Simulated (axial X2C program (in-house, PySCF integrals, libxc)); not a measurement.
## TiNC: properties at the nuclei

Calculated with an axial X2C code built on PySCF integrals: two-component X2C with atomic mean-field Coulomb and Gaunt terms, Gaussian nuclei, basis Ti dyall-v3z, N dyall-av3z, C dyall-v3z with contracted cores.

Ti–N–C held linear, with bonds 1.976 and 1.177 Å (near the PBE0 minimum at charge 0 of the determinant lowest at the starting distance; the state shown can have its own minimum elsewhere, held linear; other orders of the atoms were not compared).

Determinant lowest in the PBE0 search, Ω = 3/2 (⟨Sz⟩ = -1.50, ⟨Lz⟩ = 3.00 at PBE0), spin on the atoms Ti -1.49, N 0.01, C -0.02:

```
    level  Eeff magnitude (GV/cm)  Ws magnitude Ti (kHz)  A∥/gI Ti (MHz)  qzz Ti (a.u.)  A∥/gI N (MHz)  qzz N (a.u.)  A∥/gI C (MHz)  qzz C (a.u.)  μ (D)
     PBE0                   0.298                 0.0773            -120          -0.76           7.08         -0.54           7.37         -0.98  -5.99
       HF                   0.503                  0.131           -35.7          -1.03          -1.95         -0.67           5.35         -1.13  -4.58
BHandHLYP                   0.412                  0.106            -147          -0.85          -1.72         -0.61            6.1         -1.06  -5.72
```

Determinant 0.04 eV from it at PBE0 and this distance, Ω = 9/2 (⟨Sz⟩ = 1.50, ⟨Lz⟩ = 3.00 at PBE0), spin on the atoms Ti 1.49, N -0.01, C 0.02:

```
    level  Eeff magnitude (GV/cm)  Ws magnitude Ti (kHz)  A∥/gI Ti (MHz)  qzz Ti (a.u.)  A∥/gI N (MHz)  qzz N (a.u.)  A∥/gI C (MHz)  qzz C (a.u.)  μ (D)
     PBE0                   0.295                 0.0256             267          -0.77         -0.376         -0.54            2.3         -0.98  -6.00
       HF                   0.501                 0.0434             236          -1.03          0.985         -0.67           1.64         -1.13  -4.58
BHandHLYP                   0.409                 0.0352             280          -0.85           1.77         -0.61           1.99         -1.06  -5.73
```

Eeff is the effective electric field on the electron electric dipole moment in this Ω state and Ws the scalar–pseudoscalar constant of the nucleus named (defined with the proton number Z and per Ω); A∥ (defined per Ω) follows by multiplying with gI = μI/(I μN); qzz is the electric field gradient, eQq0 = 234.96 MHz × Q/barn × qzz; μ is positive if the C end (last atom) is positive. The operators were transformed with the bare-nucleus X2C matrices; with these basis sets, hyperfine constants and field gradients can be off by tens of per cent, and where levels differ in sign neither size nor sign is settled.

(1) With Q(47Ti) = 0.302 barn, Q(14N) = 0.02044 barn, gI(13C) = 1.4048 (g factors from the IAEA table of nuclear moments by Stone; Q from Pyykkö, Mol. Phys. 2018), turn the PBE0 values of the first state into constants in MHz.

The molecule was held linear; bending was not examined, so a bent shape may lie lower.

Each state is one determinant with collinear spin, which with several unpaired electrons need not be a pure state. Unrestricted Hartree–Fock can overshoot spin polarisation at the nuclei. With several open shells hyperfine constants can be off by a factor of several. The search compared states at one distance, so a state with another bond length can lie lower. Where a field gradient or hyperfine factor spreads by more than a factor of two over the levels, a constant derived from it is not to be relied on. PBE0 term energies can be off by some tenths of an eV.

## Answers

(1) eQq0(47Ti) = 234.96 × (0.302) × (-0.76) = -53.9 MHz; eQq0(14N) = 234.96 × (0.02044) × (-0.54) = -2.59 MHz; A∥(13C) = 7.37 × 1.4048 = 10.4 MHz.
